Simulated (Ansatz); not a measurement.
`C[Si](N)([SiH3])Cl` → `[CH2]` (triplet) + `N[SiH]([SiH3])Cl` at 298.15 K and 1 bar (formal loss of a carbene).

Calculated with Ansatz (gas phase, PBE0-D4/def2-TZVP geometries, no zero-point term in ΔE). CCSD(T)/CBS adds triple-zeta CCSD(T) − MP2 to the extrapolated MP2 energy (def2 sets, frozen cores). This one scheme is used for every species. Triplets are unrestricted, without spin–orbit coupling. Each species was taken in one conformer, which may not be the lowest.

```json
{"species": "`C[Si](N)([SiH3])Cl`", "CCSD(T)/CBS energy (Eh)": "-1135.60557", "H − E (kJ/mol)": "264.2", "S (J/(mol·K))": "392.7"}
{"species": "`[CH2]` (triplet)", "CCSD(T)/CBS energy (Eh)": "-39.09499", "H − E (kJ/mol)": "55.4", "S (J/(mol·K))": "195.3"}
{"species": "`N[SiH]([SiH3])Cl`", "CCSD(T)/CBS energy (Eh)": "-1096.32520", "H − E (kJ/mol)": "184.4", "S (J/(mol·K))": "356.5"}
```

H − E and S are ideal-gas, rigid-rotor, harmonic terms from PBE0-D4/def2-TZVP, for one conformer and one mirror image of each species, with the whole ground term of open shells counted as degenerate. 1 Eh = 2625.50 kJ/mol, R = 8.31446 J/(mol·K).

Problem. By hand: ΔE, ΔH, ΔS and ΔG.

Solution. ΔE = (-39.09499) + (-1096.32520) − (-1135.60557) = 0.18538 Eh = 486.7 kJ/mol. Δ(H − E) = 55.4 + 184.4 − 264.2 = -24.4, so ΔH = 462.3 kJ/mol. ΔS = 195.3 + 356.5 − 392.7 = 159.1 J/(mol·K). ΔG = 462.3 − 298.15 × (159.1)/1000 = 414.9 kJ/mol.

Problem. By hand: the equilibrium constant, and the temperature at which ΔG would vanish if ΔH and ΔS stayed fixed.

Solution. log₁₀ K = −ΔG/(RT ln 10) = -72.7. ΔG = 0 at ΔH/ΔS = 2906 K, far beyond where these terms or the molecules hold.

The number of gas molecules changes by +1, which sets the sign of ΔS. A doubt of 5 kJ/mol in ΔE shifts log₁₀ K by 0.9 here. Other conformers and mirror images would add mixing entropy, several J/(mol·K) or more a flexible species. A triplet takes part, so the spin changes. These are equilibria of isolated gas molecules and say nothing of rates. Largest T1 diagnostic: 0.011 (customary marks: 0.02 for closed shells, 0.045 for open ones).
